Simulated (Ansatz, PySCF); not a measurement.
B(Cl)(NCO)(OH) (CHBClNO2), SMILES B(N=C=O)(Cl)O. Atoms are numbered in the order given.

```xyz
7

B      0.5147     0.5028     0.0050
Cl    -0.8770     1.6176     0.1239
N      0.3005    -0.8981    -0.0101
C     -0.2636    -1.9607     0.0032
O     -0.7590    -3.0221     0.0122
O      1.7743     0.9823    -0.0711
H      1.8106     1.9501    -0.0529
```

Geometry: TPSSh-D3(BJ)/def2-SVP. The structure was generated by enumeration, and PubChem lists no compound with its InChIKey, so it may never have been made. The values are those of a single conformer.

Two levels are set side by side: PBE-D3(BJ)/def2-SVP (Ansatz, a first-principles code) and TPSSh-D3(BJ)/def2-SVP (PySCF). Each level has its own optimised geometry; the coordinates shown are those of the second. Frequencies come from the Hessian of PySCF at each geometry. Differences are taken from unrounded values.

```
quantity                            TPSSh-D3(BJ)
----------------------------------  ------------
mean bond length (Å)                       1.316
bond B1–Cl2 (Å)                            1.787
bond B1–N3 (Å)                             1.417
bond B1–O6 (Å)                             1.350
bond N3–C4 (Å)                             1.203
bond C4–O5 (Å)                             1.171
bond O6–H7 (Å)                             0.969
highest harmonic wavenumber (cm⁻¹)          3820
mean harmonic wavenumber (cm⁻¹)             1004
zero-point energy (kcal/mol)               21.54
```

Problem. What does PBE-D3(BJ) give, and how far is it from TPSSh-D3(BJ)? (An estimate is asked for; the answer gives what the named calculation found.)

Solution. 
| quantity | PBE-D3(BJ) | PBE-D3(BJ) minus TPSSh-D3(BJ) |
|---|---|---|
| mean bond length (Å) | 1.321 | 0.005 |
| bond B1–Cl2 (Å) | 1.789 | 0.002 |
| bond B1–N3 (Å) | 1.420 | 0.003 |
| bond B1–O6 (Å) | 1.357 | 0.007 |
| bond N3–C4 (Å) | 1.210 | 0.006 |
| bond C4–O5 (Å) | 1.179 | 0.008 |
| bond O6–H7 (Å) | 0.974 | 0.006 |
| highest harmonic wavenumber (cm⁻¹) | 3747 | -73 |
| mean harmonic wavenumber (cm⁻¹) | 985 | -19 |
| zero-point energy (kcal/mol) | 21.12 | -0.42 |

GGA bonds tend to be longer and softer than those of functionals with exact exchange. Differences between two approximate levels are no errors against the true value.
